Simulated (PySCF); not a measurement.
# Computed records: ClF₂HSi, ClFH₂Si₂, AlFH₂NSi, FH₄OSi₂ and others

Computed with PySCF 2.14.0. Calculation on a computer-drawn molecule: the log of a Hartree-Fock and frozen-core CCSD(T) single point meant for a local Hartree-Fock minimum, with one planted fault or none, to be diagnosed. Offsets are logged minus clean, where the clean run is the same molecule without the fault. The reference is restricted for singlets and unrestricted otherwise, and also for a bond in bohr or an excited solution. Adding or removing an electron swaps singlet and doublet. The excited solution moves the top pair (singlet) or top alpha electron (doublet) to the lowest empty orbital. Highest occupied and lowest empty are orbital energies over both spins, largest force is the largest gradient component, triples share is (T) over the correlation energy, the T1 limit is 0.02 restricted and 0.045 unrestricted, electrons count all cores, a negative frequency is imaginary (commonest isotopes), and the dipole is about the centre of nuclear charge.

Common to all runs: meant basis cc-pV(D+d)Z; logged SCF converged yes; logged CC converged yes; logged SCF stable within its kind yes; possible faults no fault, one electron removed, one electron added, multiplicity raised by two, geometry at a saddle point, SCF held on an excited solution, minimal basis STO-3G, one bond length entered in bohr, all coordinates scaled.

(1) ClF₂HSi

Logged structure:
```xyz
5
ClF2HSi
F     -2.7684     0.1377     0.9500
Si    -2.2899    -0.8533    -0.1970
F     -2.3274    -0.0432    -1.5640
Cl    -4.7458    -3.7767    -0.4174
H     -0.9369    -1.3031     0.0728
```

```
meant charge                         : 0
meant multiplicity                   : 1
logged electrons                     : 50
logged basis functions               : 79
logged spin squared                  : 0.9633
logged highest occupied              : -10.423 eV
logged lowest empty                  : -1.0469 eV
logged largest force                 : 0.013077 hartree/bohr
logged T1 diagnostic                 : 0.02155
logged D1 diagnostic                 : 0.1229
logged triples share                 : 0.016239
logged dipole magnitude              : 1.6872 debye
logged energy HF                     : -947.94737 hartree
logged energy CCSD(T)                : -948.55696 hartree
planted fault                        : one bond length entered in bohr, row 3 of the drawn bonds
HF energy offset from clean run      : 88.27 kcal/mol
CCSD(T) energy offset from clean run : 106.4 kcal/mol
```

Drawn bonds:
```
atom  other atom  order
   1           2      1
   2           3      1
   2           4      1
   2           5      1
```

(2) ClFH₂Si₂

Logged structure:
```xyz
6
ClFH2Si2
F     -2.0286    -0.4843     0.6380
Si    -1.3949    -0.1281    -0.8033
Si    -1.1820     2.2294    -1.1464
Cl     0.5856    -0.7571    -0.7651
H     -2.1101    -0.9676    -1.7758
H     -0.9859     1.9948    -2.6299
```

```
meant charge                         : 0
meant multiplicity                   : 1
logged electrons                     : 55
logged basis functions               : 93
logged spin squared                  : 0.7727
logged highest occupied              : -16.902 eV
logged lowest empty                  : -7.4609 eV
logged largest force                 : 0.054178 hartree/bohr
logged T1 diagnostic                 : 0.023041
logged D1 diagnostic                 : 0.11458
logged triples share                 : 0.024983
logged dipole magnitude              : 8.7216 debye
logged energy HF                     : -1137.72459 hartree
logged energy CCSD(T)                : -1138.25511 hartree
planted fault                        : one electron removed
HF energy offset from clean run      : 192.8 kcal/mol
CCSD(T) energy offset from clean run : 207.6 kcal/mol
```

Drawn bonds:
```
atom  other atom  order
   1           2      1
   2           3      1
   2           4      1
   2           5      1
   3           6      1
```

(3) AlFH₂NSi

Logged structure:
```xyz
6
AlFH2NSi
F     -1.2081     1.0466    -1.0893
Si    -0.9459    -0.0091    -0.0340
N      0.0447     0.1909     1.0994
Al     1.1232     0.5489     2.2383
H     -1.7384    -1.1351    -0.2828
H      2.1133     0.8519     3.3014
```

```
meant charge                         : 1
meant multiplicity                   : 1
logged electrons                     : 44
logged basis functions               : 84
logged spin squared                  : 0
logged highest occupied              : -16.967 eV
logged lowest empty                  : -3.5333 eV
logged largest force                 : 0.036361 hartree/bohr
logged T1 diagnostic                 : 0.015439
logged D1 diagnostic                 : 0.040709
logged triples share                 : 0.024035
logged dipole magnitude              : 5.259 debye
logged energy HF                     : -685.72517 hartree
logged energy CCSD(T)                : -686.22966 hartree
planted fault                        : all coordinates scaled, by -3.5 %
HF energy offset from clean run      : 7.02 kcal/mol
CCSD(T) energy offset from clean run : 11.4 kcal/mol
```

Drawn bonds:
```
atom  other atom  order
   1           2      1
   2           3      2
   3           4      1
   2           5      1
   4           6      1
```

(4) AlFH₂NSi

Logged structure:
```xyz
6
AlFH2NSi
F     -1.2436     1.8150    -1.3549
Si    -0.1257     1.0724    -0.4915
N      0.0969    -0.4533    -0.3983
Al     0.2764    -2.2033    -0.4793
H      0.6093     2.1479     0.1640
H     -0.4758    -3.1052     0.6038
```

```
meant charge                         : 0
meant multiplicity                   : 2
logged electrons                     : 45
logged basis functions               : 84
logged spin squared                  : 3.7873
logged highest occupied              : -5.8133 eV
logged lowest empty                  : -0.63523 eV
logged largest force                 : 0.1759 hartree/bohr
logged T1 diagnostic                 : 0.018747
logged D1 diagnostic                 : 0.067983
logged triples share                 : 0.021754
logged dipole magnitude              : 2.9606 debye
logged energy HF                     : -685.81479 hartree
logged energy CCSD(T)                : -686.29508 hartree
planted fault                        : multiplicity raised by two
HF energy offset from clean run      : 84.34 kcal/mol
CCSD(T) energy offset from clean run : 111.4 kcal/mol
```

Drawn bonds:
```
atom  other atom  order
   1           2      1
   2           3      2
   3           4      1
   2           5      1
   4           6      1
```

(5) FH₄OSi₂

Logged structure:
```xyz
8
FH4OSi2
F      0.0661     0.2995     2.0239
Si     1.3191    -0.5102     1.3977
O      1.4774    -0.0683    -0.1577
Si     0.9084     0.6286    -1.5438
H      2.5222    -0.1072     2.1580
H     -0.4657     0.1588    -1.8118
H      2.5866    -0.1240    -3.6371
H      0.9118     2.0974    -1.3997
```

```
meant charge                         : 0
meant multiplicity                   : 2
logged electrons                     : 49
logged basis functions               : 94
logged spin squared                  : 1.5588
logged highest occupied              : -9.3795 eV
logged lowest empty                  : 1.5648 eV
logged largest force                 : 0.0092878 hartree/bohr
logged T1 diagnostic                 : 0.047117
logged D1 diagnostic                 : 0.23653
logged triples share                 : 0.025213
logged dipole magnitude              : 0.94411 debye
logged energy HF                     : -754.49738 hartree
logged energy CCSD(T)                : -755.08381 hartree
planted fault                        : one bond length entered in bohr, row 6 of the drawn bonds
HF energy offset from clean run      : 73.37 kcal/mol
CCSD(T) energy offset from clean run : 78.3 kcal/mol
```

Drawn bonds:
```
atom  other atom  order
   1           2      1
   2           3      1
   3           4      1
   2           5      1
   4           6      1
   4           7      1
   4           8      1
```

Notes: T1 above single-reference limit.

(6) AlFH₃OSi

Logged structure:
```xyz
7
AlFH3OSi
F      1.0899     3.7196    -0.7332
Si     1.7665     2.2777    -0.4383
O      1.1367     1.6948     0.9316
Al     0.3571     1.3082     2.3863
H      1.4236     1.4068    -1.5876
H      1.2231     1.2772     3.6965
H     -1.1782     0.9800     2.3425
```

```
meant charge                         : 0
meant multiplicity                   : 2
logged electrons                     : 47
logged basis functions               : 31
logged spin squared                  : 0.755
logged highest occupied              : -5.2255 eV
logged lowest empty                  : 6.571 eV
logged largest force                 : 0.041973 hartree/bohr
logged T1 diagnostic                 : 0.02079
logged D1 diagnostic                 : 0.098219
logged triples share                 : 0.049451
logged dipole magnitude              : 1.4762 debye
logged energy HF                     : -698.25782 hartree
logged energy CCSD(T)                : -698.40597 hartree
planted fault                        : minimal basis STO-3G
HF energy offset from clean run      : 5503 kcal/mol
CCSD(T) energy offset from clean run : 5755 kcal/mol
```

Drawn bonds:
```
atom  other atom  order
   1           2      1
   2           3      1
   3           4      1
   2           5      1
   4           6      1
   4           7      1
```

(7) ClF₂Si

Logged structure:
```xyz
4
ClF2Si
F     -2.3945     0.6340     1.3353
Si    -1.0498    -0.2261     1.3477
F     -1.0857    -1.1443     0.0424
Cl     1.9614     2.1647     1.1077
```

```
meant charge                         : 0
meant multiplicity                   : 2
logged electrons                     : 49
logged basis functions               : 74
logged spin squared                  : 0.7817
logged highest occupied              : -10.876 eV
logged lowest empty                  : -1.1815 eV
logged largest force                 : 0.020581 hartree/bohr
logged T1 diagnostic                 : 0.018618
logged D1 diagnostic                 : 0.076582
logged triples share                 : 0.017303
logged dipole magnitude              : 1.0236 debye
logged energy HF                     : -947.37442 hartree
logged energy CCSD(T)                : -947.98409 hartree
planted fault                        : one bond length entered in bohr, row 3 of the drawn bonds
HF energy offset from clean run      : 51.88 kcal/mol
CCSD(T) energy offset from clean run : 53.59 kcal/mol
```

Drawn bonds:
```
atom  other atom  order
   1           2      1
   2           3      1
   2           4      1
```

(8) ClF₂Si

Logged structure:
```xyz
4
ClF2Si
F     -2.3490     0.6220     1.3099
Si    -1.0299    -0.2218     1.3221
F     -1.0651    -1.1225     0.0416
Cl     0.5333     1.0193     1.1975
```

```
meant charge                         : 0
meant multiplicity                   : 2
logged electrons                     : 49
logged basis functions               : 74
logged spin squared                  : 0.753
logged highest occupied              : -10.903 eV
logged lowest empty                  : 0.83262 eV
logged largest force                 : 0.020941 hartree/bohr
logged T1 diagnostic                 : 0.013114
logged D1 diagnostic                 : 0.051787
logged triples share                 : 0.018335
logged dipole magnitude              : 1.4803 debye
logged energy HF                     : -947.45508 hartree
logged energy CCSD(T)                : -948.06512 hartree
planted fault                        : all coordinates scaled, by -1.9 %
HF energy offset from clean run      : 1.267 kcal/mol
CCSD(T) energy offset from clean run : 2.737 kcal/mol
```

Drawn bonds:
```
atom  other atom  order
   1           2      1
   2           3      1
   2           4      1
```

(9) F₂H₂Si₂

Logged structure:
```xyz
6
F2H2Si2
F     -2.2369    -2.5196    -3.1238
Si    -2.1060    -1.3989    -4.3117
Si    -1.2809     0.3284    -2.7990
F     -1.0101     1.6941    -3.6419
H     -0.0002    -0.0576    -2.1647
H     -2.2643     0.6527    -1.7411
```

```
meant charge                         : 0
meant multiplicity                   : 1
logged electrons                     : 49
logged basis functions               : 84
logged spin squared                  : 0.7705
logged highest occupied              : -1.3637 eV
logged lowest empty                  : 7.5595 eV
logged largest force                 : 0.035335 hartree/bohr
logged T1 diagnostic                 : 0.014928
logged D1 diagnostic                 : 0.044761
logged triples share                 : 0.018957
logged dipole magnitude              : 3.3519 debye
logged energy HF                     : -777.99484 hartree
logged energy CCSD(T)                : -778.58866 hartree
planted fault                        : one electron added
HF energy offset from clean run      : -14.15 kcal/mol
CCSD(T) energy offset from clean run : -14.75 kcal/mol
```

Drawn bonds:
```
atom  other atom  order
   1           2      1
   2           3      1
   3           4      1
   3           5      1
   3           6      1
```

(10) F₂H₂Si₂

Structure as in entry 9.

```
meant charge                         : 0
meant multiplicity                   : 1
logged electrons                     : 47
logged basis functions               : 84
logged spin squared                  : 0.7811
logged highest occupied              : -17.241 eV
logged lowest empty                  : -7.1955 eV
logged largest force                 : 0.061476 hartree/bohr
logged T1 diagnostic                 : 0.022388
logged D1 diagnostic                 : 0.090809
logged triples share                 : 0.022231
logged dipole magnitude              : 3.7063 debye
logged energy HF                     : -777.67674 hartree
logged energy CCSD(T)                : -778.24982 hartree
planted fault                        : one electron removed
HF energy offset from clean run      : 185.5 kcal/mol
CCSD(T) energy offset from clean run : 197.9 kcal/mol
```

Drawn bonds:
```
atom  other atom  order
   1           2      1
   2           3      1
   3           4      1
   3           5      1
   3           6      1
```
